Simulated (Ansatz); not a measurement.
B₂GaH₅Si, SMILES `[GaH2][B]1B[SiH2]1`. The species carries charge 0 and has multiplicity 1. The geometry is a stationary point of PBE0-D4/def2-TZVP.

```xyz
9

Ga    0.464   -1.966   -0.229
B     0.602   -0.063    0.496
B     1.031    1.347    0.759
Si   -0.869    0.978   -0.154
H     0.953   -3.173    0.649
H    -0.168   -2.251   -1.639
H     1.235    2.482    1.015
H    -1.406    2.328    0.166
H    -1.843    0.316   -1.063
```

Problem. What is the dipole moment at r2SCAN/def2-TZVPP? (An estimate is asked.)

Solution. Ansatz gave: 1.49 D, with components (-0.90, 1.14, -0.36) D in this frame, pointing from negative to positive charge.

Problem. And with PBE, B3LYP, ωB97M-V? (An estimate is asked.)

Solution. Computed: PBE 1.44 D, B3LYP 1.51 D, ωB97M-V 1.61 D.

Problem. Give the Mulliken charges with r2SCAN, B3LYP, ωB97M-V in def2-TZVPP. (An estimate is asked.)

Solution. Ansatz gave: 
| atom | r2SCAN | B3LYP | ωB97M-V |
| --- | --- | --- | --- |
| Ga1 | 0.10 | 0.04 | 0.06 |
| B2 | 0.13 | 0.26 | 0.09 |
| B3 | -0.19 | -0.25 | -0.29 |
| Si4 | 0.09 | 0.03 | -0.01 |
| H5 | -0.06 | -0.05 | -0.02 |
| H6 | -0.06 | -0.06 | -0.03 |
| H7 | 0.06 | 0.09 | 0.16 |
| H8 | -0.04 | -0.03 | 0.01 |
| H9 | -0.02 | -0.02 | 0.03 |

B3LYP here is the variant with VWN-RPA as its local correlation; programs differ in this.
